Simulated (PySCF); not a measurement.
PySCF input (M06-2X/6-31G* (5d)):

```python
from pyscf import gto, dft

mol = gto.M(
    atom='''
    N     2.23451400   -0.00769900   -0.28291400
    Si    0.74605400    0.42290800    0.86910100
    N    -0.55282300   -0.52974000    0.40153900
    Si   -1.77542600   -0.16298300   -0.83238700
    H     2.48592700   -0.99626100   -0.22188000
    H     2.01265300    0.18246200   -1.26230700
    H     3.07213200    0.53313800   -0.05399900
    H     0.61908700    1.84776800    0.54987400
    H     1.33145900    0.08516000    2.17133400
    H    -0.71406000   -1.37153100    0.94296200
    H    -1.22930200    1.02942700   -1.51606700
    H    -1.86550500   -1.30737800   -1.75735600
    H    -3.07301800    0.12034100   -0.19693800
    ''',
    basis='6-31g*',
    charge=1,
    spin=0,
    verbose=4,
)

mf = dft.RKS(mol, xc='m062x')
mf.grids.level = 4
mf.conv_tol = 1e-9
mf.max_cycle = 100
mf.max_memory = 1500
mf.kernel()
if not mf.converged:
    mf = mf.newton()
    mf.kernel(mf.make_rdm1())
mf.dip_moment()
```

Output:

```
PySCF version 2.14.0

[INPUT] verbose = 4
[INPUT] num. atoms = 13
[INPUT] num. electrons = 50
[INPUT] charge = 1
[INPUT] spin (= nelec alpha-beta = 2S) = 0
[INPUT] symmetry False subgroup None
[INPUT] Mole.unit = angstrom
[INPUT] Symbol           X                Y                Z      unit          X                Y                Z       unit  Magmom
[INPUT]  1 N      2.234514000000  -0.007699000000  -0.282914000000 AA    4.222619481506  -0.014549001433  -0.534629976805 Bohr   0.0
[INPUT]  2 Si     0.746054000000   0.422908000000   0.869101000000 AA    1.409837734136   0.799180295888   1.642362864586 Bohr   0.0
[INPUT]  3 N     -0.552823000000  -0.529740000000   0.401539000000 AA   -1.044684065360  -1.001063517227   0.758798738332 Bohr   0.0
[INPUT]  4 Si    -1.775426000000  -0.162983000000  -0.832387000000 AA   -3.355068894432  -0.307993232960  -1.572983459648 Bohr   0.0
[INPUT]  5 H      2.485927000000  -0.996261000000  -0.221880000000 AA    4.697721195662  -1.882660438585  -0.419292432518 Bohr   0.0
[INPUT]  6 H      2.012653000000   0.182462000000  -1.262307000000 AA    3.803362953784   0.344803208140  -2.385414515121 Bohr   0.0
[INPUT]  7 H      3.072132000000   0.533138000000  -0.053999000000 AA    5.805488098512   1.007484806598  -0.102043321000 Bohr   0.0
[INPUT]  8 H      0.619087000000   1.847768000000   0.549874000000 AA    1.169904877279   3.491775461735   1.039111263019 Bohr   0.0
[INPUT]  9 H      1.331459000000   0.085160000000   2.171334000000 AA    2.516092856087   0.160929076768   4.103226584956 Bohr   0.0
[INPUT] 10 H     -0.714060000000  -1.371531000000   0.942962000000 AA   -1.349377836507  -2.591817961351   1.781939925872 Bohr   0.0
[INPUT] 11 H     -1.229302000000   1.029427000000  -1.516067000000 AA   -2.323044104380   1.945335095233  -2.864951416491 Bohr   0.0
[INPUT] 12 H     -1.865505000000  -1.307378000000  -1.757356000000 AA   -3.525293534007  -2.470586361282  -3.320921543361 Bohr   0.0
[INPUT] 13 H     -3.073018000000   0.120341000000  -0.196938000000 AA   -5.807162395859   0.227411531556  -0.372158883520 Bohr   0.0

nuclear repulsion = 234.710897556172
number of shells = 46
number of NR pGTOs = 192
number of NR cGTOs = 82
basis = 6-31g*
ecp = {}

******** <class 'pyscf.dft.rks.RKS'> ********
method = RKS
initial guess = minao
damping factor = 0
level_shift factor = 0
DIIS = <class 'pyscf.scf.diis.CDIIS'>
diis_start_cycle = 1
diis_space = 8
diis_damp = 0
SCF conv_tol = 1e-09
SCF conv_tol_grad = None
SCF max_cycles = 100
direct_scf = True
direct_scf_tol = 1e-13
XC library pyscf.dft.libxc version 7.1.2
    S. Lehtola, C. Steigemann, M. J. T. Oliveira, and M. A. L. Marques,  SoftwareX 7, 1–5 (2018)
XC functionals = m062x
    Y. Zhao and D. G. Truhlar,  Theor. Chem. Acc. 120, 215 (2008)
    Y. Zhao and D. G. Truhlar,  Theor. Chem. Acc. 120, 215 (2008)
radial grids:
    Treutler-Ahlrichs [JCP 102, 346 (1995); DOI:10.1063/1.469408] (M4) radial grids

becke partition: Becke, JCP 88, 2547 (1988); DOI:10.1063/1.454033
pruning grids: <function nwchem_prune>
grids dens level: 4
symmetrized grids: False
atomic radii adjust function: <function treutler_atomic_radii_adjust>
small_rho_cutoff = 0
Set gradient conv threshold to 3.16228e-05
Initial guess from minao.
tot grids = 254960
init E= -693.935902478197
  HOMO = -0.316743943400133  LUMO = -0.0133214206026047  gap/eV = 8.25655
cycle= 1 E= -693.531111167795  delta_E= 0.405  |g|= 0.362  |ddm|= 2.87
  HOMO = -0.464650813226583  LUMO = -0.150089298127091  gap/eV = 8.55965
cycle= 2 E= -693.54778171372  delta_E= -0.0167  |g|= 0.338  |ddm|= 0.652
  HOMO = -0.503789260704108  LUMO = -0.138198902209268  gap/eV = 9.94822
cycle= 3 E= -693.571857188832  delta_E= -0.0241  |g|= 0.0655  |ddm|= 0.276
  HOMO = -0.492110402404681  LUMO = -0.128495376137845  gap/eV = 9.89447
cycle= 4 E= -693.57289192233  delta_E= -0.00103  |g|= 0.00886  |ddm|= 0.0664
  HOMO = -0.494246645119554  LUMO = -0.129500772621999  gap/eV = 9.92524
cycle= 5 E= -693.572917038514  delta_E= -2.51e-05  |g|= 0.00292  |ddm|= 0.0146
  HOMO = -0.493975484026368  LUMO = -0.129213643814524  gap/eV = 9.92568
cycle= 6 E= -693.572918936363  delta_E= -1.9e-06  |g|= 0.00119  |ddm|= 0.00327
  HOMO = -0.493980151265701  LUMO = -0.129293042143713  gap/eV = 9.92364
cycle= 7 E= -693.572919250534  delta_E= -3.14e-07  |g|= 0.000233  |ddm|= 0.000989
  HOMO = -0.493985258184283  LUMO = -0.129298193059697  gap/eV = 9.92364
cycle= 8 E= -693.572919265775  delta_E= -1.52e-08  |g|= 3.25e-05  |ddm|= 0.000265
  HOMO = -0.493988184826381  LUMO = -0.12929384407176  gap/eV = 9.92384
cycle= 9 E= -693.572919266295  delta_E= -5.2e-10  |g|= 8.42e-06  |ddm|= 6.86e-05
  HOMO = -0.493987437909767  LUMO = -0.129293870292905  gap/eV = 9.92382
Extra cycle  E= -693.57291926632  delta_E= -2.51e-11  |g|= 4.75e-06  |ddm|= 1.79e-05
converged SCF energy = -693.57291926632

WARN: System has nonzero charge 1; the dipole moment is origin-dependent.
Location of origin: [0. 0. 0.]

Dipole moment(X, Y, Z, Debye):  6.45818, -0.63082, -0.15933
```

The dipole moment of an ion depends on the origin.

The geometry given is a B3LYP-D3(BJ)/def2-TZVP minimum.
